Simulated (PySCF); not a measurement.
**Dipole response of Cu⁺ (copper, charge +1)**

[Ar] 3d10, closed-shell 1S. All numbers are calculated (PySCF 2.14, scalar relativity by spin-free X2C-1e, in aug-cc-pwCVTZ-DK with one added diffuse shell each of s, p, d, f, g type (11s10p8d5f4g, 152 functions)). Coupled (time-dependent) response in atomic units; α is the mean over directions.

```tsv
method	mean α (bohr³)	C₆ (like pair)	S(−4)
PW91	8.184	28.04	59.24
```

S(−4) is the Cauchy moment in α(ω) = α(0) + S(−4) ω² + …

α(iu) at PW91:

| u (hartree) | α(iu) (bohr³) |
| --- | --- |
| 0 | 8.184 |
| 0.0500 | 8.041 |
| 0.100 | 7.654 |
| 0.200 | 6.559 |
| 0.300 | 5.521 |
| 0.500 | 4.084 |
| 0.750 | 3.036 |
| 1.00 | 2.385 |
| 1.50 | 1.626 |
| 2.00 | 1.201 |
| 3.00 | 0.7484 |
| 5.00 | 0.3828 |

A single London oscillator, α(iu) = α/(1 + u²/ω²), gives C₆ = (3/4) ω α². Matching the computed C₆ needs ω = 4 × 28.04 / (3 × 8.184²) = 0.558 hartree.

For an ion, C₆ is the dispersion term alone; charge-induced terms of lower order in 1/R come first.
